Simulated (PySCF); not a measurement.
Molfile (atoms numbered from 1):
```
C4H12Si
     RDKit          3D

 17 16  0  0  0  0  0  0  0  0999 V2000
   -0.1791   -1.2403   -1.4086 C   0  0  0  0  0  0  0  0  0  0  0  0
   -0.0009    0.0002   -0.0013 Si  0  0  0  0  0  4  0  0  0  0  0  0
   -0.0546    1.7505   -0.6970 C   0  0  0  0  0  0  0  0  0  0  0  0
   -1.4132   -0.2307    1.2248 C   0  0  0  0  0  0  0  0  0  0  0  0
    1.6436   -0.2751    0.8761 C   0  0  0  0  0  0  0  0  0  0  0  0
   -1.1338   -1.1011   -1.9408 H   0  0  0  0  0  0  0  0  0  0  0  0
   -0.1519   -2.2754   -1.0323 H   0  0  0  0  0  0  0  0  0  0  0  0
    0.6345   -1.1280   -2.1430 H   0  0  0  0  0  0  0  0  0  0  0  0
    0.0425    2.4999    0.1049 H   0  0  0  0  0  0  0  0  0  0  0  0
   -1.0051    1.9405   -1.2209 H   0  0  0  0  0  0  0  0  0  0  0  0
    0.7642    1.9185   -1.4149 H   0  0  0  0  0  0  0  0  0  0  0  0
   -2.3903   -0.0734    0.7404 H   0  0  0  0  0  0  0  0  0  0  0  0
   -1.4085   -1.2469    1.6505 H   0  0  0  0  0  0  0  0  0  0  0  0
   -1.3331    0.4839    2.0597 H   0  0  0  0  0  0  0  0  0  0  0  0
    1.7060   -1.2923    1.2947 H   0  0  0  0  0  0  0  0  0  0  0  0
    2.4898   -0.1445    0.1826 H   0  0  0  0  0  0  0  0  0  0  0  0
    1.7758    0.4384    1.7053 H   0  0  0  0  0  0  0  0  0  0  0  0
  1  2  1  0
  2  3  1  0
  2  4  1  0
  2  5  1  0
  1  6  1  0
  1  7  1  0
  1  8  1  0
  3  9  1  0
  3 10  1  0
  3 11  1  0
  4 12  1  0
  4 13  1  0
  4 14  1  0
  5 15  1  0
  5 16  1  0
  5 17  1  0
M  END
```

Geometry: PBE0-D3(BJ)/def2-SVP; GIAO absolute shieldings from PySCF, gas phase, non-relativistic, averaged over equivalent atoms.

At PBE0/pcSseg-0 (73 basis functions, roughly 4 core-seconds):
```
                                      atoms  σ (ppm)
                                C1/C3/C4/C5    193.5
                                        Si2    348.5
H6/H7/H8/H9/H10/H11/H12/H13/H14/H15/H16/H17    32.83
```

Estimate the result of repeating the calculation with PBE0/IGLO-III.

## Answers


| atoms | σ at PBE0/IGLO-III | change |
| --- | --- | --- |
| C1/C3/C4/C5 | 183.8 | -9.7 |
| Si2 | 345.3 | -3.2 |
| H6/H7/H8/H9/H10/H11/H12/H13/H14/H15/H16/H17 | 31.37 | -1.46 |

The largest change is at C1/C3/C4/C5 (methyl carbon bonded to Si). Cost: 304 basis functions, of the order of 40 core-seconds.
